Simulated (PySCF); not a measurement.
C2H7ClSi3, SMILES [SiH2]1C([Si@H](Cl)[SiH2]1)=C.

The structure is a stationary point at PBE0-D3(BJ)/def2-SVP. The geometry has at least one imaginary mode, so it is a saddle point at that level. The structure was generated by enumeration; whether it is a known compound was not checked.

Method: PySCF with PBE/def2-TZVP.

Computed frontier levels, gap, dipole moment and polarisability:
```
Item                                                                                                              Value
---------------------------------------------------------------------------------------------  ------------------------
highest occupied level                                                                                         -6.32 eV
lowest empty level                                                                                             -2.92 eV
orbital gap                                                                                                     3.40 eV
dipole moment                                                                                                    1.57 D
quadrupole, principal values (traceless, Buckingham form, about the centre of nuclear charge)    -5.55, -0.55, 6.10 D·Å
mean static polarisability                                                                       123.6 bohr³ (18.32 Å³)
polarisability, principal values                                                               95.3, 135.4, 140.3 bohr³
```
